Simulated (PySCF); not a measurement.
C₂H₅FSi₂, SMILES [SiH3][Si@@H](C#C)F.

Geometry optimised at B3LYP-D3(BJ)/def2-SVP. The structure was generated by enumeration; whether it is a known compound was not checked.

Two levels are set side by side: PBE/def2-TZVP (PySCF) and PBE0/def2-TZVP (PySCF). Same geometry, gas phase. Differences are taken from unrounded values.

| quantity | PBE0 | PBE | PBE minus PBE0 |
|---|---|---|---|
| orbital gap (eV) | 6.91 | 4.86 | -2.05 |
| highest occupied level (eV) | -8.08 | -6.92 | 1.16 |
| lowest empty level (eV) | -1.17 | -2.06 | -0.89 |
| dipole moment (D) | 1.78 | 1.67 | -0.11 |
| mean polarisability (bohr³) | 75.5 | 78.4 | 3.0 |

Without exact exchange PBE keeps part of each electron's self-repulsion, which lifts occupied levels and narrows the gap. PBE's more diffuse valence density responds more strongly to a field. Differences between two approximate levels are no errors against the true value.

Rough cost on one machine, each run with all the roots and properties that it gave: PBE0 against PBE within a factor of 2.
